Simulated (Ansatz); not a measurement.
Mulliken charges of CClFNSi (`N#C[Si](F)Cl`) radical from PBE/def2-TZVPP in Ansatz (PBE0-D4/def2-TZVP geometry).

```tsv
atom	x (Å)	y (Å)	z (Å)	charge (e)
N1	1.373	-1.084	1.489	0.045
C2	0.720	-0.610	0.664	-0.226
Si3	-0.169	0.069	-0.795	0.530
F4	-1.634	-0.534	-0.769	-0.220
Cl5	-0.240	2.086	-0.630	-0.129
```

By hand: the dipole of these point charges (1 e Å = 4.8032 D).

Σ q r = (0.200, -0.026, -0.254) e Å, of length 0.324 e Å = 1.56 D.

How does the dipole of the full density compare? (Estimate.)

Computed: (-0.140, 0.232, -0.443) e Å, 2.49 D; the point charges give 0.63 times that, at 62° from its direction.

Point charges leave out the atoms' own dipoles, such as those of lone pairs, and Mulliken's split depends on the basis, so the two needn't agree.
